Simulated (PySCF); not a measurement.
Numbering as in the mapped SMILES `[CH3:1][C:2](=[O:3])[c:4]1[cH:5][c:6]([CH3:7])[o:8][c:9]1[C:10](=[O:11])[F:12]`. Hydrogens are named by the atom that carries them.

Theoretical values (PySCF 2.14): GFN2-xTB geometry, PBE0/pcSseg-1 with gauge-including orbitals. No relativistic terms, rapidly exchanging positions averaged, isolated molecule, single conformer.

References, each an isolated molecule treated in the same way: TMS for $^{13}$C (186.93 ppm).

Do the $^{13}$C shifts follow the atomic charges (in e)? Tabulate both.

Answers


```tsv
atoms	hybridisation	δ (ppm)	σ para (ppm)	Hirshfeld	IAO	Mulliken	ESP-fitted
C2	sp2	197.6	-254	+0.17	+0.39	+0.25	+0.71
C6	sp2	165.3	-240	+0.10	+0.22	+0.06	+0.48
C10	sp2	157.4	-219	+0.22	+0.59	+0.61	+0.66
C4	sp2	145.8	-225	-0.02	-0.07	-0.27	-0.20
C9	sp2	141.6	-212	+0.04	+0.07	+0.15	+0.01
C5	sp2	121.4	-188	-0.08	-0.21	-0.04	-0.35
C1	sp3	36.4	-103	-0.13	-0.48	-0.23	-0.62
C7	sp3	16.6	-75	-0.11	-0.44	-0.12	-0.70
```

Correlation coefficients of δ with charge over these carbons: Hirshfeld +0.82, IAO +0.87, Mulliken +0.56, ESP-fitted +0.88; with the paramagnetic shielding -0.99. Among the 6 sp2 carbons alone: Hirshfeld +0.76, IAO +0.71, Mulliken +0.39, ESP-fitted +0.86. With so few points, grouped by hybridisation, these coefficients are fragile. Charge is one influence among several: hybridisation and low-lying excitations act through the paramagnetic term.

Shifts are as computed. Against solution values, carbons near 30 ppm lie about +3 ppm off and those near 130 ppm about +5 ppm. Of 1211 compounds with measured shifts, 218 miss one by over three times the rms of a fit or turn the order of signals round; such compounds aren't used in these exercises.
